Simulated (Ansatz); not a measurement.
One change: `C[CH](Cl)[GeH3]` becomes `COC(C)Cl`.

Ansatz, PBE0-D4/def2-TZVP geometries, multiplicity 1. Each molecule was computed in one conformer, which needn't be the lowest.

Scalar relativity is left out up to krypton.

```csv
property,`C[CH](Cl)[GeH3]`
size of the dipole moment (PBE/def2-TZVPP) / D,1.71
LUMO energy (PBE0/def2-TZVPP) / eV,0.34
size of the dipole moment (ωB97M-V/def2-TZVPP) / D,1.79
LUMO energy (B3LYP/def2-TZVPP) / eV,0.08
LUMO energy (PBE/def2-TZVPP) / eV,-0.63
HOMO–LUMO gap (ωB97M-V/def2-TZVPP) / eV,12.13
```

Give the same properties after the change, and the shifts. (Best estimate.)

Ansatz gave: 
```json
{"property": "size of the dipole moment (PBE/def2-TZVPP) / D", "`COC(C)Cl`": "1.94", "shift": "0.23"}
{"property": "LUMO energy (PBE0/def2-TZVPP) / eV", "`COC(C)Cl`": "0.78", "shift": "0.44"}
{"property": "size of the dipole moment (ωB97M-V/def2-TZVPP) / D", "`COC(C)Cl`": "1.96", "shift": "0.17"}
{"property": "LUMO energy (B3LYP/def2-TZVPP) / eV", "`COC(C)Cl`": "0.47", "shift": "0.39"}
{"property": "LUMO energy (PBE/def2-TZVPP) / eV", "`COC(C)Cl`": "-0.30", "shift": "0.33"}
{"property": "HOMO–LUMO gap (ωB97M-V/def2-TZVPP) / eV", "`COC(C)Cl`": "13.17", "shift": "1.04"}
```

With PBE0 the HOMO falls by 0.37 eV and the LUMO rises by 0.44 eV, so the gap widens by about 0.81 eV. PBE moves the HOMO by -0.13 eV and ωB97M-V by -0.50 eV. Dipoles are sizes alone; their direction can turn.

B3LYP here is the variant with VWN-RPA as its local correlation; programs differ in this.
